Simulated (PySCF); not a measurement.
A structure optimised at PBE0-D3(BJ)/def2-SVP, used in a PySCF frequency run:

```xyz
14

C      3.1644     0.0795     0.2158
N      1.8457     0.3374    -0.3128
Si     0.3518    -0.3070     0.2465
C     -1.0313     0.6989     1.1518
N     -2.1486     0.4827     0.5505
Si    -1.6725    -0.4133    -0.9447
H      3.1260    -0.7756     0.9075
H      3.8838    -0.1802    -0.5802
H      3.5812     0.9348     0.7789
H      1.8172     1.0687    -1.0146
H      0.7167    -1.5029     1.0735
H     -1.0159     1.3217     2.0696
H     -2.4598    -1.6621    -1.1885
H     -1.8380     0.4682    -2.1419
```

**Question.** Write its SMILES and formula.

**Answer.** CN[Si@H]1C=N[SiH2]1, C2H8N2Si2

**Question.** What are its rotational constants (standard atomic weights)?

**Answer.** 5.6637, 1.2680, 1.1151 GHz
